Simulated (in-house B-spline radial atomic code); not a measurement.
Inner levels of lanthanum as electrons are removed. A shift is the extra binding of the orbital against the neutral atom ([Xe] 5d1 6s2). Computed with an all-electron radial atomic-structure program (B-spline basis): non-relativistic Hartree-Fock, average of the configuration, point nuclei.

This level leaves out relativity, spin-orbit splitting included, which matters for heavy ions.

```json
{"ion": "La32+", "configuration": "[Ar] 3d7", "shift of 2s (eV)": "1300.9", "shift of 2p (eV)": "1310.2", "shift of 3s (eV)": "1156.27", "radius of 2s (bohr)": "0.11352", "radius of 2p (bohr)": "0.096623", "radius of 3s (bohr)": "0.2871", "Σ<r²> (bohr²)": "1.2999", "change of density at nucleus (bohr⁻³)": "-295.1"}
{"ion": "La33+", "configuration": "[Ar] 3d6", "shift of 2s (eV)": "1412.15", "shift of 2p (eV)": "1422.69", "shift of 3s (eV)": "1239.29", "radius of 2s (bohr)": "0.11342", "radius of 2p (bohr)": "0.096518", "radius of 3s (bohr)": "0.28516", "Σ<r²> (bohr²)": "1.21", "change of density at nucleus (bohr⁻³)": "-230.28"}
{"ion": "La34+", "configuration": "[Ar] 3d5", "shift of 2s (eV)": "1525.38", "shift of 2p (eV)": "1537.24", "shift of 3s (eV)": "1323.43", "radius of 2s (bohr)": "0.1133", "radius of 2p (bohr)": "0.096409", "radius of 3s (bohr)": "0.28325", "Σ<r²> (bohr²)": "1.1238", "change of density at nucleus (bohr⁻³)": "-163.62"}
{"ion": "La35+", "configuration": "[Ar] 3d4", "shift of 2s (eV)": "1640.58", "shift of 2p (eV)": "1653.86", "shift of 3s (eV)": "1408.69", "radius of 2s (bohr)": "0.11319", "radius of 2p (bohr)": "0.096295", "radius of 3s (bohr)": "0.28135", "Σ<r²> (bohr²)": "1.041", "change of density at nucleus (bohr⁻³)": "-95.1"}
{"ion": "La36+", "configuration": "[Ar] 3d3", "shift of 2s (eV)": "1757.73", "shift of 2p (eV)": "1772.54", "shift of 3s (eV)": "1495.06", "radius of 2s (bohr)": "0.11306", "radius of 2p (bohr)": "0.096177", "radius of 3s (bohr)": "0.27947", "Σ<r²> (bohr²)": "0.96146", "change of density at nucleus (bohr⁻³)": "-24.727"}
{"ion": "La37+", "configuration": "[Ar] 3d2", "shift of 2s (eV)": "1876.83", "shift of 2p (eV)": "1893.25", "shift of 3s (eV)": "1582.55", "radius of 2s (bohr)": "0.11294", "radius of 2p (bohr)": "0.096054", "radius of 3s (bohr)": "0.2776", "Σ<r²> (bohr²)": "0.88505", "change of density at nucleus (bohr⁻³)": "47.506"}
{"ion": "La38+", "configuration": "[Ar] 3d1", "shift of 2s (eV)": "1997.85", "shift of 2p (eV)": "2015.99", "shift of 3s (eV)": "1671.14", "radius of 2s (bohr)": "0.1128", "radius of 2p (bohr)": "0.095927", "radius of 3s (bohr)": "0.27576", "Σ<r²> (bohr²)": "0.81157", "change of density at nucleus (bohr⁻³)": "121.6"}
{"ion": "La39+", "configuration": "[Ne] 3s2 3p6", "shift of 2s (eV)": "2120.78", "shift of 2p (eV)": "2140.74", "shift of 3s (eV)": "1760.82", "radius of 2s (bohr)": "0.11267", "radius of 2p (bohr)": "0.095796", "radius of 3s (bohr)": "0.27393", "Σ<r²> (bohr²)": "0.74089", "change of density at nucleus (bohr⁻³)": "197.56"}
{"ion": "La40+", "configuration": "[Ne] 3s2 3p5", "shift of 2s (eV)": "2233.61", "shift of 2p (eV)": "2255.91", "shift of 3s (eV)": "1840.58", "radius of 2s (bohr)": "0.11253", "radius of 2p (bohr)": "0.095781", "radius of 3s (bohr)": "0.27256", "Σ<r²> (bohr²)": "0.65511", "change of density at nucleus (bohr⁻³)": "280.53"}
{"ion": "La41+", "configuration": "[Ne] 3s2 3p4", "shift of 2s (eV)": "2347.68", "shift of 2p (eV)": "2372.42", "shift of 3s (eV)": "1921.06", "radius of 2s (bohr)": "0.11239", "radius of 2p (bohr)": "0.095664", "radius of 3s (bohr)": "0.2712", "Σ<r²> (bohr²)": "0.57148", "change of density at nucleus (bohr⁻³)": "365.03"}
{"ion": "La42+", "configuration": "[Ne] 3s2 3p3", "shift of 2s (eV)": "2463.01", "shift of 2p (eV)": "2490.26", "shift of 3s (eV)": "2002.26", "radius of 2s (bohr)": "0.11224", "radius of 2p (bohr)": "0.095545", "radius of 3s (bohr)": "0.26986", "Σ<r²> (bohr²)": "0.48993", "change of density at nucleus (bohr⁻³)": "451.08"}
{"ion": "La43+", "configuration": "[Ne] 3s2 3p2", "shift of 2s (eV)": "2579.58", "shift of 2p (eV)": "2609.43", "shift of 3s (eV)": "2084.2", "radius of 2s (bohr)": "0.1121", "radius of 2p (bohr)": "0.095424", "radius of 3s (bohr)": "0.26853", "Σ<r²> (bohr²)": "0.41039", "change of density at nucleus (bohr⁻³)": "538.67"}
{"ion": "La44+", "configuration": "[Ne] 3s2 3p1", "shift of 2s (eV)": "2697.39", "shift of 2p (eV)": "2729.93", "shift of 3s (eV)": "2166.86", "radius of 2s (bohr)": "0.11195", "radius of 2p (bohr)": "0.095299", "radius of 3s (bohr)": "0.26721", "Σ<r²> (bohr²)": "0.33281", "change of density at nucleus (bohr⁻³)": "627.82"}
{"ion": "La45+", "configuration": "[Ne] 3s2", "shift of 2s (eV)": "2816.44", "shift of 2p (eV)": "2851.75", "shift of 3s (eV)": "2250.24", "radius of 2s (bohr)": "0.1118", "radius of 2p (bohr)": "0.095172", "radius of 3s (bohr)": "0.26591", "Σ<r²> (bohr²)": "0.25712", "change of density at nucleus (bohr⁻³)": "718.51"}
{"ion": "La46+", "configuration": "[Ne] 3s1", "shift of 2s (eV)": "2927.28", "shift of 2p (eV)": "2968.34", "shift of 3s (eV)": "2342.01", "radius of 2s (bohr)": "0.11179", "radius of 2p (bohr)": "0.095067", "radius of 3s (bohr)": "0.26447", "Σ<r²> (bohr²)": "0.17593", "change of density at nucleus (bohr⁻³)": "-880.62"}
```
